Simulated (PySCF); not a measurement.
**C7H9: g tensor and hyperfine couplings**

C7H9 (doublet state).
Z-matrix (Å and degrees, GFN2-xTB geometry), rows numbered from 1:
```
C 
C   1  1.4919
C   2  1.3214  1  124.62
C   3  1.5044  2  124.20  1   179.75
C   4  1.4679  3  109.15  2  -120.73
C   5  1.3258  4  149.71  3   118.29
C   5  1.4629  4  146.75  3   -59.37
H   1  1.0901  2  110.15  3   119.50
H   1  1.0871  2  111.06  3    -1.28
H   1  1.0898  2  110.15  3  -121.97
H   2  1.0833  1  115.39  3  -179.33
H   3  1.0814  2  120.78  1     1.22
H   4  1.0932  3  110.51  2     1.29
H   4  1.0967  3  108.86  2   120.98
H   6  1.0628  5  149.02  7  -175.29
H   7  1.0793  5  128.16  6   112.84
```

The hyperfine couplings belong to this conformer and change with its torsions.

As a line formula: `C(/CC1[CH]C=1)=C\C` [radical].

Theory: UKS B3LYP, pcH-1 on C H, non-relativistic, mean-field spin-orbit, GIAO in PySCF. Geometry: GFN2-xTB, one conformer, isolated molecule. The geometry wasn't refined by DFT: couplings that depend on bond lengths, twists or pyramidal angles can differ widely from those at the functional's own minimum. No stability test was run, so a lower SCF solution isn't excluded.

```json
{"g1, g2, g3": "2.00215, 2.00255, 2.00311", "g_iso": "2.00260", "Form of g": "rhombic: the two nearest values differ by 42 % of g3 − g1", "⟨S²⟩": "0.7530 (exact 0.7500)", "α and β electrons": "26, 25", "HOMO–LUMO gap, α and β orbitals": "3.89, 6.30 eV"}
```

Hyperfine couplings atom by atom, in MHz; T1 to T3 are the principal values of the dipolar part:

```json
{"atom": "C1", "isotope": "13C", "a_iso": "0.5", "T1": "-0.2", "T2": "-0.1", "T3": "0.3", "Mulliken spin population": "0.00"}
{"atom": "C2", "isotope": "13C", "a_iso": "-0.4", "T1": "-0.4", "T2": "0.0", "T3": "0.3", "Mulliken spin population": "0.00"}
{"atom": "C3", "isotope": "13C", "a_iso": "6.0", "T1": "-1.2", "T2": "-0.3", "T3": "1.5", "Mulliken spin population": "0.01"}
{"atom": "C4", "isotope": "13C", "a_iso": "-5.3", "T1": "-0.7", "T2": "-0.2", "T3": "0.9", "Mulliken spin population": "0.00"}
{"atom": "C5", "isotope": "13C", "a_iso": "-5.3", "T1": "-13.1", "T2": "-5.9", "T3": "19.0", "Mulliken spin population": "0.04"}
{"atom": "C6", "isotope": "13C", "a_iso": "6.3", "T1": "-18.4", "T2": "-13.2", "T3": "31.6", "Mulliken spin population": "0.13"}
{"atom": "C7", "isotope": "13C", "a_iso": "356.5", "T1": "-63.2", "T2": "-57.2", "T3": "120.4", "Mulliken spin population": "0.80"}
{"atom": "H8", "isotope": "1H", "a_iso": "0.0", "T1": "-0.3", "T2": "-0.3", "T3": "0.6", "Mulliken spin population": "0.00"}
{"atom": "H9", "isotope": "1H", "a_iso": "0.0", "T1": "-0.5", "T2": "-0.5", "T3": "1.0", "Mulliken spin population": "0.00"}
{"atom": "H10", "isotope": "1H", "a_iso": "0.4", "T1": "-0.4", "T2": "-0.4", "T3": "0.8", "Mulliken spin population": "0.00"}
{"atom": "H11", "isotope": "1H", "a_iso": "0.3", "T1": "-0.7", "T2": "-0.6", "T3": "1.3", "Mulliken spin population": "0.00"}
{"atom": "H12", "isotope": "1H", "a_iso": "0.0", "T1": "-2.3", "T2": "-1.5", "T3": "3.8", "Mulliken spin population": "0.00"}
{"atom": "H13", "isotope": "1H", "a_iso": "0.7", "T1": "-2.0", "T2": "-1.6", "T3": "3.6", "Mulliken spin population": "0.00"}
{"atom": "H14", "isotope": "1H", "a_iso": "2.9", "T1": "-2.1", "T2": "-1.6", "T3": "3.7", "Mulliken spin population": "0.00"}
{"atom": "H15", "isotope": "1H", "a_iso": "-17.6", "T1": "-10.1", "T2": "-1.6", "T3": "11.6", "Mulliken spin population": "-0.01"}
{"atom": "H16", "isotope": "1H", "a_iso": "119.4", "T1": "-25.4", "T2": "-4.9", "T3": "30.4", "Mulliken spin population": "0.03"}
```

The largest Mulliken spin populations are on C7 (+0.80) and C6 (+0.13). No atom but C7 exceeds +0.15. The angles at C7 add up to 309.6°, so it is pyramidal.

Axes: g2 points within 4° of the C7–H16 bond and g3 points within 3° of the C5–C6 bond.

Under fast tumbling the dipolar parts average out, and these isotropic splittings remain: 2 × 1H (H15/H16, I = 1/2, 3 lines) with 1.81 mT and 2 × 1H (H13/H14, I = 1/2, 3 lines) with 0.06 mT.

Means are taken over nuclei equivalent by connectivity, which assumes that they swap fast. The 1H value of +50.9 MHz is a mean of couplings from -17.6 to 119.4 MHz in this one geometry, not an average over conformers.

The 13C coupling of C6/C7 (mean 181.4 MHz) shows only in satellite lines or after enrichment, since that isotope makes up about 1.07 % of natural carbon.
